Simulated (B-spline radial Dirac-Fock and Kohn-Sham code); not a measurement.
# How the settings move the core levels of N³⁺

ΔSCF core binding energies without Breit or QED terms, calculated with a radial atomic solver. Keys: rel is the Hamiltonian (dirac, or spin-free x2c and nr, where L3 and M5 stand for the whole 2p and 3d shells), method is hf or an exchange,correlation pair (spin-unpolarised, also for the hole states), nuc the nuclear model, radius_factor scales its radius, rmax is the box in bohr, h the logarithmic mesh step, order the B-spline order, points the quadrature points per cell, c_factor scales the speed of light, and damp, ndamp, maxit and tol steer the iteration. The run stops when the commutator error falls below 10·tol·max(1, Z/10), or the numerical noise floor, and the energy has settled to about 1e-8 Ha; the virial ratio is −V/T.

Base input:

```json
{"items": [{"Z": 7, "q": 3, "cfg": [[1, 0, 2], [2, 0, 2]], "A": 14, "rrms": 2.5582, "do": "settings", "holes": ["K", "L3", "M5"],
  "settings": [{"rel": "dirac", "method": "hf", "nuc": "fermi", "radius_factor": 1.0, "rmax": 45.0, "h": 0.3, "order": 8, "points": 10, "c_factor": 1.0, "maxit": 60, "damp": 0.5, "ndamp": 3, "tol": 1e-08}]}]}
```

The ground state converged in 8 iterations, with total energy -51.11449 Ha, virial ratio 1.99874 and highest orbital energy -75.34 eV. ΔSCF binding energies: K (1s) 488.5 eV. Holes are computed only in closed shells, and unreliable hole states are left out.

Changes from the base run:

```csv
changed setting,Δ total energy (Ha),Δ K (eV),iterations
nuc = "gauss"; radius_factor = 0.8; c_factor = 100.0,+0.03218,-0.27,7
radius_factor = 0.8,0.00000,0.00,8
nuc = "gauss",0.00000,0.00,8
damp = 0.8,0.00000,0.00,8
h = 0.5; damp = 0.8; tol = 0.0001,?,?,?
rmax = 80.0,0.00000,0.00,8
order = 7,0.00000,0.00,8
```

Question: What does the change h = 0.5; damp = 0.8; tol = 0.0001 do?

Answer: The total energy moves by +0.00007 Ha and the binding energies by K 0.00 eV; the run takes 8 iterations.
